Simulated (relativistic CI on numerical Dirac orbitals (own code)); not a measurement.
Computed by Dirac-Coulomb-Breit CI, KLI orbitals optimised for each configuration, model QED (radiative potential, 1s self-energy scaled to tabulated hydrogen-like ionisation energies), unscaled Slater integrals (own radial code, finite nucleus).

The strongest absorption lines from the ground level of an ion, among the configurations computed and to levels below about 114 eV (vacuum wavelength in nm, gf): 15.811 (0.21), 22.224 (0.014), 24.512 (0.14), 25.420 (2.2), 29.252 (0.052), 31.539 (0.31), 38.400 (0.084), 44.221 (0.18).

Problem. Which ion is it?
A. Nb X
B. Y VIII
C. Nb VIII
D. Nb XII

Solution. A. Nb X has 32 electrons and the ground level 4s²4p² ³P0; the strongest line goes to 4s²4p4d ³P°1. The pattern of lines fixes the number of electrons, and along that sequence the line energies rise steadily with the charge (about as its square where n changes within one kind of shell, about linearly where n is kept but much faster in heavy ions where fine structure, which grows about as Z⁴, sets the gap, and irregularly where shells cross), which fixes Z. Configurations outside the model, such as inner-shell arrays, can give stronger lines. At this charge energies of transitions that change n are usually good to better than 1 %, and those within a shell (Δn = 0) to a few per cent.

LS names give the leading component of a level, which can be under half, so a name can repeat, a term be missing and a line seem to break the LS rules.
